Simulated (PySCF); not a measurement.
# Homolysis of ethylaluminum dichloride, bond by bond

System: ethylaluminum dichloride, `C[CH2][Al]([Cl])[Cl]` (C2H5AlCl2). Atom numbers as in the mapped SMILES `[CH3:1][CH2:2][Al:3]([Cl:4])[Cl:5]`.

Energies: M06-2X/def2-TZVP (PySCF, density fitting, integration grid level 3) on PBE0-D3(BJ)/def2-SVP structures. Thermal corrections: GFN2-xTB frequencies, unscaled, ideal gas at 298.15 K and 1 bar, quasi-RRHO entropy. These were taken at the GFN2-xTB minima.

```tsv
bond	r / Å	radicals	BDE(298 K) / eV	BDFE / eV	D₀ / eV	Dₑ / eV
C2–Al3	1.940	[CH2]C + [Cl][Al][Cl]	3.31	2.76	3.28	3.43
C1–C2	1.527	CH3• + [CH2][Al]([Cl])[Cl]	3.63	3.13	3.56	3.90
C2–H	1.105	C[CH][Al]([Cl])[Cl] + H•	4.00	3.63	3.93	4.29
C1–H	1.101	[CH2][CH2][Al]([Cl])[Cl] + H•	4.19	3.81	4.12	4.51
Al3–Cl4	2.100	C[CH2][Al][Cl] + Cl•	5.11	4.68	5.08	5.16
```

Homolysis to relaxed radicals in the gas phase; the table need not hold every single bond outside rings.

Weakest of these: C2–Al3 (3.31 eV); strongest: Al3–Cl4 (5.11 eV).

Note: spin-orbit coupling is left out of the energies, which matters for open shells on the heavier atoms.
